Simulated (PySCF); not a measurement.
Si(Cl)(F)2(SeH) (ClF2HSeSi), SMILES F[Si](F)(Cl)[SeH]. Atoms are numbered in the order given.

```xyz
6

F     -1.3924    -0.9253    -1.0987
Si    -0.5961    -0.3025     0.1487
F     -0.7021    -1.3554     1.3585
Cl    -1.5373     1.3953     0.7738
Se     1.5137     0.0112    -0.5385
H      1.8643     0.6597     0.7359
```

Coordinates come from a r2SCAN-D4/def2-SVP optimisation. This is a generated structure with no PubChem entry under its InChIKey; it may be hypothetical. The values are those of a single conformer.

Level of theory: PBE/def2-TZVP in PySCF.

ESP charges are fitted to the potential on shells at 1.4 to 2.0 van der Waals radii. Atomic charges (e):

```tsv
atom	ESP fit	Mulliken
F1	-0.07	___
Si2	0.16	0.69
F3	-0.12	___
Cl4	-0.04	-0.17
Se5	-0.08	___
H6	0.15	___
```

Problem. Complete the blanks. (An estimate is asked for; the answer gives what the named calculation found.)

Solution. 
- F1, Mulliken: -0.24
- F3, Mulliken: -0.24
- Se5, Mulliken: -0.18
- H6, Mulliken: 0.14

Computed Mayer and Wiberg (Löwdin basis) orders of the bonds:
```json
[
 {"bond": "F1–Si2", "Mayer": "1.17", "Wiberg": "1.76"},
 {"bond": "Si2–F3", "Mayer": "1.18", "Wiberg": "1.76"},
 {"bond": "Si2–Cl4", "Mayer": "1.23", "Wiberg": "1.89"},
 {"bond": "Si2–Se5", "Mayer": "1.22", "Wiberg": "1.65"},
 {"bond": "Se5–H6", "Mayer": "0.93", "Wiberg": "0.99"}
]
```
